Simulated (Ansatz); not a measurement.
Computed with Ansatz on PBE0-D4/def2-TZVP structures; ΔE is electronic, products minus reactants. CBS: MP2 limit from def2 TZ/QZ plus the TZ coupled-cluster correction, frozen cores. This one scheme is used for every species, atoms too. Functionals use def2-TZVPP. B3LYP here is the variant with VWN-RPA as its local correlation; programs differ in this. No spin–orbit coupling; open shells (•) take unrestricted orbitals. Spin–orbit coupling would lower the free atoms: a little for F; strongly for I, Sn. def2 core potentials past Kr. Bonds to I, Sn are less sure, by a few kJ/mol each and by 10 to 20 or more in all where they break to atoms, as the def2 sets lack core-valence functions.

`[F][SnH2][I]` → F• + 2 H• + I• + Sn•  (atomization)

| level | ΔE (kJ/mol) |
| --- | --- |
| B3LYP-D4 | 1207.2 |
| PBE-QIDH | 1200.8 |
| CCSD/def2-TZVPP | 1170.1 |
| MP2/def2-QZVPP | 1246.3 |

What does CCSD(T)/CBS give? (An estimate is asked.)

Computed: +1257.2 kJ/mol. The listed levels differ from it by -50.0, -56.4, -87.1, -10.9 kJ/mol.

Largest T1 diagnostic among the species: 0.012.

From PBE to PBE0 (25 % exact exchange), in def2-TZVPP and without D4, ΔE moves by −28.3 kJ/mol: exact exchange takes away binding that semilocal exchange gives to molecules. In def2-TZVPP, CCSD(T) changes the Hartree–Fock value by +358.7 kJ/mol (the triples alone add +25.8 kJ/mol) and MP2 by +371.4 kJ/mol; breaking electron pairs costs correlation energy, which Hartree–Fock lacks. The D4 term adds +17.6 kJ/mol with B3LYP and +9.2 kJ/mol with PBE0; it sums over pairs of atoms, weighted by their polarisabilities, and B3LYP, whose exchange is more repulsive, gets the larger term.

For atomizations the MP2-based limit and the directly extrapolated one differ by several kJ/mol either way, and by 10 to 25 for some Ge, Se and Sn compounds, so smaller differences from it don't rank the levels.
